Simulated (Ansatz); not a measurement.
Computed with Ansatz.

A structure relaxed at PBE0-D4/def2-TZVP, charge 0, multiplicity 2:

Cartesian coordinates in Å:
```
O -1.821 0.109 -0.146
Si -0.293 -0.443 0.044
O 0.130 -1.147 -1.358
F -0.299 -1.513 1.232
Si 1.220 1.203 0.655
H -2.305 0.380 0.636
H -0.554 -1.595 -1.861
H 2.536 0.712 1.138
H 1.387 2.294 -0.340
```

Question: Give its formula and SMILES.

Answer: FH4O2Si2, `O[Si](O)(F)[SiH2]`.

Question: Summarise the bond lengths by kind.

Answer: 2 × O–Si 1.624 to 1.635 Å; 2 × H–O 0.959 to 0.960 Å; 1 × F–Si 1.599 Å; 1 × Si–Si 2.318 Å; 2 × H–Si 1.486 Å.
